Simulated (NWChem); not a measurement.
# InSiH5O2; SMILES [OH][In]([OH])[SiH3]

```xyz
9

In     0.0002     0.2783     0.0026
O     -1.6856     1.3645    -0.0034
H     -1.5396     2.3170    -0.0113
O      1.6836     1.3681    -0.0034
H      1.5357     2.3203    -0.0120
Si     0.0009    -2.2723    -0.0011
H      1.2713    -2.7856     0.5903
H     -0.1145    -2.7560    -1.4099
H     -1.1594    -2.7830     0.7868
```
Atoms are numbered in this order, from 1.

Computed with NWChem. All runs use the structure optimised with PBE0/def2-SVP (def2 core potentials past Kr).

Question: What does the run give for Hartree-Fock/3-21G, non-relativistic? Quantities: highest occupied level (eV); orbital gap (eV); dipole (D).

Answer: The highest occupied level (eV) is -10.53 and the orbital gap (eV) is 12.02. The dipole (D) is 1.28.
